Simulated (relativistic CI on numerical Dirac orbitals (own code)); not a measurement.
## Fe3+ in a cubic cluster: 1s photoemission with charge transfer

Computed with a charge-transfer multiplet model of a cubic metal-ligand cluster with up to 3 ligand holes, Slater and spin-orbit integrals from Dirac-Coulomb-Breit ions, Slater integrals scaled by 0.7. The ground state mixes d5 with configurations of k ligand holes L, whose averages lie at kΔ + k(k − 1)U_dd/2; a core hole lowers each added d electron by U_cd. 20 K, Lorentzian 1.1 eV and Gaussian 0.6 eV FWHM.

Atomic integrals in eV (Slater integrals scaled, ζ unscaled), ground: F2dd 8.389, F4dd 5.243, zeta_d 0.056; with the core hole: F2dd 9.558, F4dd 6.003, zeta_d 0.082, G2cd 0.053.

Cluster parameters (eV): U_dd = 6, U_cd = 6.8, 10Dq = 1.25, 10Dq(ligand) = 1.4, V(eg) = 2.2, V(t2g) = -1.17, final-state hopping factor = 0.9.

| Case | n_d | d5 | d6L | d7L2 | d8L3 | S |
| --- | --- | --- | --- | --- | --- | --- |
| Δ = 0.7 eV | 5.50 | 0.55 | 0.40 | 0.05 | 0.00 | 2.45 |
| Δ = 2.7 eV | 5.32 | 0.70 | 0.28 | 0.02 | 0.00 | 2.49 |
| Δ = 3.7 eV | 5.26 | 0.76 | 0.23 | 0.01 | 0.00 | 2.50 |

Weights, n_d and S are thermal averages at 20 K. Binding energies count from the first peak over 30 % of the highest in each spectrum, which can be another peak from case to case. The parameters are a model scan and need not match a compound or its usual spin state. Peaks in eV (height, largest 100):
- Δ = 0.7 eV: 0.0 (100), 6.1 (38), 10.7 (13)
- Δ = 2.7 eV: 0.0 (100), 6.0 (38)
- Δ = 3.7 eV: 0.0 (100), 5.9 (35)

Curve for Δ = 3.7 eV (points under 2 left out, the grid thinned):

E (eV), Intensity and a bar:
```
     -3.9        2.5 
     -3.6        3.0 
     -3.3        3.5 
     -3.0        4.2 #
     -2.7        5.2 #
     -2.3        7.2 ##
     -2.0        9.4 ##
     -1.7       12.9 ###
     -1.4       18.8 #####
     -1.1       29.0 #########
     -0.8       46.8 ##############
     -0.5       73.2 #######################
     -0.2       96.7 ##############################
      0.1       96.7 ##############################
      0.5       63.4 ###################
      0.8       39.5 ############
      1.1       24.9 #######
      1.4       16.8 #####
      1.7       12.2 ###
      2.0        9.5 ##
      2.3        8.0 ##
      2.6        7.1 ##
      2.9        6.6 #
      3.3        5.9 #
      3.6        5.5 #
      3.9        5.6 #
      4.2        6.3 #
      4.5        7.7 ##
      4.8       10.6 ###
      5.1       16.0 ####
      5.4       24.6 #######
      5.8       34.8 ##########
      6.1       32.6 ##########
      6.4       23.6 #######
      6.7       15.1 ####
      7.0        9.8 ##
      7.3        6.8 ##
      7.6        4.9 #
      7.9        3.8 #
      8.2        3.1 
      8.6        2.5 
      8.9        2.3 
      9.2        2.2 
      9.5        2.1 
      9.8        2.0
```

For the case Δ = 2.7 eV, Δ = 2.7 eV is smaller than U_dd = 6 eV, the charge-transfer side of the Zaanen-Sawatzky-Allen scheme. With the core hole the configuration with one ligand hole lies at Δ − U_cd = -6.1, -4.1, -3.1 eV from the one without, in the order of the table; where this is negative the screened configuration lies lower, though the effective hopping of about 3.2 eV (from the holes of the mixed ground state) mixes the two strongly wherever it is as large as the gap.
